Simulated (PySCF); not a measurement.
# Working out the excitation energy of B

B [He] 2s2 2p1 (2P) → B [He] 2s1 2p1 3s1 (4P). All numbers are calculated (PySCF 2.14, the non-relativistic Hamiltonian (point nucleus), in aug-cc-pwCVDZ). Frozen: 1s2. Energies in hartree (1 hartree = 27.21139 eV):

```csv
part,B (lower),B (upper)
UHF,-24.530581,-24.231351
CCSD correlation,-0.061087,-0.009072
(T),-0.000936,-0.000053
```

**Question.** What does Hartree-Fock give?

**Answer.** (-24.231351) − (-24.530581) = 0.299230 hartree = 8.142 eV.

**Question.** What do CCSD and CCSD(T) give?

**Answer.** The CCSD correlation energies differ by 0.052015 hartree = 1.415 eV and the triples by 0.000883 hartree = 0.024 eV, so CCSD gives 9.557 eV and CCSD(T) 9.581 eV.

The upper state lies above the first ionisation limit, but in LS coupling its spin forbids autoionisation to the ground ion. A Rydberg-like electron needs more diffuse functions than a valence basis has.

A double-zeta basis recovers only part of the correlation energy.
